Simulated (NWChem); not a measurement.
# Correlation energy of Br (+1)

```
Br
```
Charge +1, spin multiplicity 3.

Program: NWChem.

Basis set: 6-311G**. Each correlation energy counts from its own Hartree-Fock reference.

```
method           correlation energy (mHa)
---------------  ------------------------
CCSD(T) on ROHF                    -241.9
CCSD on UHF                        -234.6
SCS-UMP2                           -209.6
CCSD[T] on UHF                     -237.8
CCSD(T) on UHF                     -237.6
UMP2                               -230.2
CCSD[T] on ROHF                    -242.1
CCSD on ROHF                       -238.8
```

The values span 32.5 mHa, from CCSD[T] on ROHF (lowest) to SCS-UMP2 (highest). 

The Hamiltonian is non-relativistic. The correlated methods keep 9 core orbitals frozen. The Pople sets run with spherical d functions. The stability of the SCF solutions was not checked. Open-shell Hartree-Fock references start from PBE0 orbitals. Coupled-cluster values serve here as a point of comparison, not as the truth.
